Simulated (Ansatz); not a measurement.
Process, species as SMILES: CB(C)Cl -> C[B]C + Cl atom (the B-Cl bond at the site shown breaks; other sites are not compared here)
Structures are relaxed separately at B3LYP-D3(BJ)/def2-TZVP in Ansatz (an electronic-structure program). Frequencies are from Ansatz.

Quantity: bond dissociation energy (enthalpy at 298 K, with B3LYP-D3(BJ) rigid-rotor harmonic-oscillator terms), in kcal/mol. Correlated levels leave the core frozen unless marked. UHF or UKS for open shells. Spin-orbit coupling is left out. Non-relativistic. CBS marks a two-point X^-3 extrapolation of the correlation energy; Hartree-Fock from the larger set. The bracket is a focal-point correction in the basis named.

| level | program | bond dissociation energy (kcal/mol) | minus last row |
|---|---|---|---|
| HF/cc-pV(Q+d)Z | Ansatz | 94.1 | -32.1 |
| BLYP-D3(BJ)/def2-TZVPD | Ansatz + dftd3 | 119.9 | -6.3 |
| PBE0/6-31G* | Ansatz | 123.9 | -2.3 |
| wB97X-V/def2-TZVPD | Ansatz | 125.7 | -0.5 |
| MP2/cc-pV(D+d)Z | Ansatz | 123.1 | -3.1 |
| RI-MP2/aug-cc-pV(Q+d)Z | Ansatz | 130.5 | 4.3 |
| RI-MP2/CBS(cc-pV(T+d)Z,cc-pV(Q+d)Z) | Ansatz | 131.6 | 5.4 |
| CCSD/STO-3G | Ansatz | 123.8 | -2.4 |
| RI-MP2/CBS(aug-cc-pV(T+d)Z,aug-cc-pV(Q+d)Z)+[CCSD(T)-MP2]/aug-cc-pV(T+d)Z | Ansatz | 126.3 | 0.1 |
| CCSD(T)/CBS(cc-pV(T+d)Z,cc-pV(Q+d)Z) | Ansatz | 126.2 | 0.0 |
